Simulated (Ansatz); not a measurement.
Reactions of ClFGeH₄OSi (`[F][GeH]([Cl])[O][SiH3]`).

Isolated molecules relaxed with PBE0-D4/def2-TZVP in Ansatz; ΔE leaves out vibrations. CCSD(T)/CBS is the MP2 limit (def2-TZVPP, def2-QZVPP) plus CCSD(T) − MP2 in def2-TZVPP, frozen cores. This one scheme is used for every species. For Ge outer-core shells are correlated without core-valence functions, which leaves a few kJ/mol of doubt a bond. Scalar relativity is left out up to krypton. One conformer a species, not always the lowest.

```csv
reaction,MP2/CBS(def2) (kJ/mol),CCSD(T)/CBS(def2) (kJ/mol)
`[F][GeH]([Cl])[O][SiH3]` + `C=CBCl` → `[F][GeH2][O][SiH3]` + `C=CB(Cl)Cl`,-7,-4
`[F][GeH]([Cl])[O][SiH3]` + `O[SiH]([SiH3])[GeH3]` → `[F][GeH]([Cl])[GeH3]` + `O[SiH]([SiH3])O[SiH3]`,-83,-81
`[F][GeH]([Cl])[O][SiH3]` + CH₃OH → `C[O][GeH]([F])[Cl]` + `O[SiH3]`,17,18
`[F][GeH]([Cl])[O][SiH3]` + `N=C=O` → `O=C=[N][GeH]([F])[Cl]` + `O[SiH3]`,7,9
```

Largest T1 diagnostic: 0.018, for `N=C=O`.
